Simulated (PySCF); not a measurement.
# Polarisability and C₆ of Al⁻ (aluminium, charge -1)

[Ne] 3s2 3p2, high-spin 3P determinant. Calculation: PySCF 2.14, in x2c-QZVPPall with one added diffuse shell each of s, p, d, f type (10s7p5d3f1g, 86 functions); scalar relativity by spin-free X2C-1e. Coupled (time-dependent) response in atomic units; α is the mean over directions.

```json
{"method": "UHF", "mean α (bohr³)": "327.9", "α xx, yy, zz": "166.7, 408.5, 408.5", "C₆ (like pair)": "6194", "S(−4)": "89770"}
{"method": "wB97X-V", "mean α (bohr³)": "303.3", "α xx, yy, zz": "158.8, 375.5, 375.5", "C₆ (like pair)": "5538", "S(−4)": "75780"}
```

S(−4) is the Cauchy moment in α(ω) = α(0) + S(−4) ω² + …

α(iu) at UHF:

| u (hartree) | α(iu) (bohr³) |
| --- | --- |
| 0 | 327.9 |
| 0.0500 | 214.5 |
| 0.100 | 127.4 |
| 0.200 | 57.50 |
| 0.300 | 31.97 |
| 0.500 | 13.86 |
| 0.750 | 6.815 |
| 1.00 | 4.083 |
| 1.50 | 2.001 |
| 2.00 | 1.227 |
| 3.00 | 0.6358 |
| 5.00 | 0.2866 |

For an ion, C₆ is the dispersion term alone; charge-induced terms of lower order in 1/R come first.

The components differ because the open shell of this determinant is not spherical; for a pure term their mean is the scalar polarisability.
